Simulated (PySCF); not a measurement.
Compound: tetravinylsilane, C8H12Si.
Cartesian coordinates in Å at the PBE0-D3(BJ)/def2-SVP level; atoms count from 1:
```
atom  x, y, z in Å
C1    -1.7611   -1.4850   -1.8828
C2    -1.7062   -1.1432   -0.5900
Si3   -0.3572   -0.0756    0.1561
C4    -1.1257    1.2204    1.2734
C5    -0.6785    2.4791    1.3573
C6     0.7981   -1.1543    1.1676
C7     1.2021   -0.8554    2.4080
C8     0.6046    0.7640   -1.2159
C9     1.9404    0.7577   -1.3015
H10   -1.0096   -1.1403   -2.6028
H11   -2.5539   -2.1254   -2.2860
H12   -2.4916   -1.5294    0.0742
H13   -1.9762    0.9328    1.9066
H14   -1.1329    3.2176    2.0278
H15    0.1663    2.8283    0.7519
H16    1.1677   -2.0824    0.7104
H17    0.8658    0.0572    2.9136
H18    1.8833   -1.5021    2.9732
H19    0.0409    1.3145   -1.9815
H20    2.5587    0.2340   -0.5633
H21    2.4782    1.2746   -2.1048
```

All values: PBE0/pcSseg-1 (PySCF, non-relativistic), on one gas-phase PBE0-D3(BJ)/def2-SVP geometry that isn't relaxed in the solvent. The solvent is an IEF-PCM continuum (Bondi radii, 1.10 Å for H, scaled by 1.2). Specific hydrogen bonds and non-electrostatic terms are outside this model.

```
                     medium  total energy (Eh)  HOMO (eV)  LUMO (eV)  dipole (D)
                  gas phase        -600.925874     -7.628     -0.675       0.307
tetrahydrofuran (ε = 7.426)        -600.929936     -7.661     -0.702       0.340
```

Question: What is E(solvent) − E(gas) in tetrahydrofuran, in kcal/mol?

Answer: -600.929936 − (-600.925874) = -0.004062 Eh = -2.55 kcal/mol.

Question: Scale it by Onsager's factor (ε − 1)/(2ε + 1) to water (ε = 78.36), and compare with the calculation.

Answer: The factor goes from 0.405 to 0.490, a ratio of 1.210, which gives -3.08 kcal/mol. The calculation gives -3.18 kcal/mol (total energy -600.930938 Eh), so the scaled value is 2.9 % too small in size.

Question: Scale the changes of the other columns the same way. What are the values in water?

Answer: 
```json
{"quantity": "HOMO (eV)", "scaled": "-7.668", "computed": "-7.683", "difference": "+0.015"}
{"quantity": "LUMO (eV)", "scaled": "-0.707", "computed": "-0.723", "difference": "+0.016"}
{"quantity": "dipole (D)", "scaled": "0.347", "computed": "0.344", "difference": "+0.003"}
```

Question: How does each lowering split into the polarisation term (half the interaction with the induced surface charges) and the distortion of the solute's density?

Answer: tetrahydrofuran: -2.70 + 0.15 kcal/mol, the distortion taking back 5 % of the polarisation term; water: -3.41 + 0.23 kcal/mol, the distortion taking back 7 % of the polarisation term.

Time: 36 s of wall time. Hardware: x86-64 server, one thread, shared host. This is the whole shielding run at PBE0/pcSseg-1 in water, SCF included.
